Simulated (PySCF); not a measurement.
Radial density of N (nitrogen, neutral)

PW91, [He] 2s1 2p4, high-spin 4P determinant (an excited configuration). All numbers are calculated (PySCF 2.14, scalar relativity by spin-free X2C-1e, in aug-cc-pVQZ-DK).

| r (bohr) | 4πr²ρ (e/bohr) | 4πr²(ρα − ρβ) |
| --- | --- | --- |
| 0.00356 | 0.03220 | 0.0008 |
| 0.00599 | 0.08643 | 0.0022 |
| 0.0101 | 0.2282 | 0.0058 |
| 0.0169 | 0.5816 | 0.0148 |
| 0.0285 | 1.393 | 0.0354 |
| 0.0479 | 2.998 | 0.0756 |
| 0.0806 | 5.393 | 0.1338 |
| 0.136 | 7.227 | 0.1772 |
| 0.228 | 6.082 | 0.2018 |
| 0.383 | 3.078 | 0.5472 |
| 0.645 | 2.730 | 1.6343 |
| 1.08 | 3.242 | 2.1540 |
| 1.82 | 1.649 | 0.9664 |
| 3.07 | 0.2891 | 0.1017 |
| 5.16 | 0.01566 | -0.0010 |
| 8.68 | 0.0002576 | -0.0001 |

Densities and radii are taken from the X2C orbitals without a picture-change correction, which distorts them close to the nucleus.
